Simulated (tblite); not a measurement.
C₂H₆FPSi₂.
Numbering: `[F:1][Si@@H:2]1[CH:3]=[CH:4][SiH2:5][PH:6]1` (hydrogens: H7 on Si2; H8 on C3; H9 on C4; H10, H11 on Si5; H12 on P6)

Computed with GFN2-xTB (tblite), gas phase: L-BFGS steps from a force-field or distance-geometry start until the largest atomic force falls under 0.01 eV/Å.

Step 10: E = -491.7546 eV
```
atom  x, y, z in Å  |  force x, y, z in eV/Å
F1     -1.5923   -1.2490   -1.7805   -0.039  -0.021  -0.015
Si2    -1.3681   -0.8381   -0.2331   -0.026  -0.034  -0.065
C3     -0.9413    1.0012   -0.1962    0.022   0.009   0.001
C4      0.3348    1.3512   -0.0694    0.035   0.008   0.017
Si5     1.6553   -0.0040    0.0330    0.047  -0.024   0.019
P6      0.4739   -1.8614    0.5021    0.012   0.035  -0.021
H7     -2.6127   -1.1837    0.4214   -0.126  -0.041   0.051
H8     -1.7152    1.7496   -0.2783   -0.088   0.045  -0.018
H9      0.6190    2.3935   -0.0425    0.045   0.065  -0.035
H10     2.6317    0.2885    1.0815    0.039   0.018   0.044
H11     2.3007   -0.1712   -1.2706    0.040   0.004  -0.012
H12     0.2153   -1.4772    1.8066    0.040  -0.064   0.034
```

Step 11: E = -491.7560 eV
```
atom  x, y, z in Å  |  force x, y, z in eV/Å
F1     -1.5966   -1.2519   -1.7777   -0.036  -0.020  -0.036
Si2    -1.3706   -0.8387   -0.2320   -0.041   0.010  -0.045
C3     -0.9404    1.0012   -0.1935   -0.005   0.044  -0.023
C4      0.3362    1.3517   -0.0683    0.013   0.037   0.009
Si5     1.6582   -0.0026    0.0342   -0.004  -0.006   0.032
P6      0.4731   -1.8566    0.4992    0.041  -0.031  -0.029
H7     -2.6175   -1.1865    0.4184   -0.110  -0.034   0.054
H8     -1.7144    1.7516   -0.2807   -0.046   0.001  -0.004
H9      0.6189    2.3959   -0.0456    0.039   0.022  -0.031
H10     2.6334    0.2889    1.0815    0.059   0.023   0.069
H11     2.3026   -0.1716   -1.2670    0.058   0.002  -0.051
H12     0.2183   -1.4820    1.8054    0.031  -0.049   0.056
```

Step 12: E = -491.7576 eV
```
atom  x, y, z in Å  |  force x, y, z in eV/Å
F1     -1.6017   -1.2553   -1.7759   -0.033  -0.015  -0.045
Si2    -1.3742   -0.8392   -0.2315   -0.057   0.050  -0.006
C3     -0.9395    1.0021   -0.1912   -0.029   0.061  -0.044
C4      0.3378    1.3529   -0.0670   -0.015   0.053  -0.005
Si5     1.6613   -0.0013    0.0360   -0.034   0.021   0.033
P6      0.4730   -1.8523    0.4959    0.046  -0.080  -0.023
H7     -2.6244   -1.1899    0.4164   -0.062  -0.017   0.038
H8     -1.7147    1.7537   -0.2832    0.003  -0.040   0.009
H9      0.6197    2.3988   -0.0494    0.030  -0.021  -0.025
H10     2.6363    0.2898    1.0829    0.063   0.024   0.076
H11     2.3056   -0.1720   -1.2644    0.064   0.003  -0.062
H12     0.2219   -1.4879    1.8052    0.024  -0.040   0.055
```

Step 13: E = -491.7591 eV
```
atom  x, y, z in Å  |  force x, y, z in eV/Å
F1     -1.6078   -1.2591   -1.7748   -0.029  -0.002  -0.032
Si2    -1.3792   -0.8389   -0.2312   -0.056   0.066   0.029
C3     -0.9388    1.0040   -0.1898   -0.040   0.050  -0.058
C4      0.3391    1.3550   -0.0658   -0.038   0.045  -0.021
Si5     1.6643    0.0004    0.0385   -0.036   0.043   0.022
P6      0.4737   -1.8493    0.4921    0.023  -0.096  -0.007
H7     -2.6329   -1.1939    0.4152    0.000   0.006   0.014
H8     -1.7152    1.7555   -0.2856    0.035  -0.058   0.016
H9      0.6213    2.4017   -0.0539    0.021  -0.048  -0.015
H10     2.6406    0.2912    1.0858    0.046   0.020   0.061
H11     2.3099   -0.1722   -1.2626    0.053   0.011  -0.040
H12     0.2263   -1.4951    1.8059    0.021  -0.036   0.032
```

Question: Estimate the geometry and energy of step 14. (The exact step hangs on the optimiser's Hessian estimate; all steps are aligned on step 13, rigid shifts and turns removed.)

Answer: E = -491.7602 eV, largest force 0.070 eV/Å
```
atom  x, y, z in Å  |  force x, y, z in eV/Å
F1     -1.6129   -1.2619   -1.7743   -0.024   0.014  -0.002
Si2    -1.3838   -0.8375   -0.2307   -0.030   0.046   0.038
C3     -0.9387    1.0059   -0.1898   -0.031   0.016  -0.057
C4      0.3394    1.3571   -0.0652   -0.039   0.016  -0.032
Si5     1.6660    0.0025    0.0406   -0.017   0.040   0.008
P6      0.4745   -1.8487    0.4893   -0.010  -0.069   0.006
H7     -2.6394   -1.1968    0.4146    0.039   0.024  -0.002
H8     -1.7155    1.7562   -0.2872    0.028  -0.040   0.014
H9      0.6229    2.4034   -0.0575    0.014  -0.044  -0.008
H10     2.6446    0.2927    1.0891    0.015   0.014   0.033
H11     2.3141   -0.1722   -1.2618    0.032   0.021   0.000
H12     0.2301   -1.5013    1.8069    0.021  -0.038   0.004
```

The energy changes by -0.0011 eV. The first-order estimate −F·Δx gives -0.0016 eV and the mean of the old and new forces, exact on a quadratic surface, -0.0011 eV. The step makes an angle of 66° with the force vector and moves no atom by more than 0.007 Å.

The cost below is that of the whole relaxation. Time: 0.35 s wall. Hardware: one thread, Arm Neoverse V2 (aarch64), no GPU, shared host with 192 logical CPUs at a one-minute load of 35.
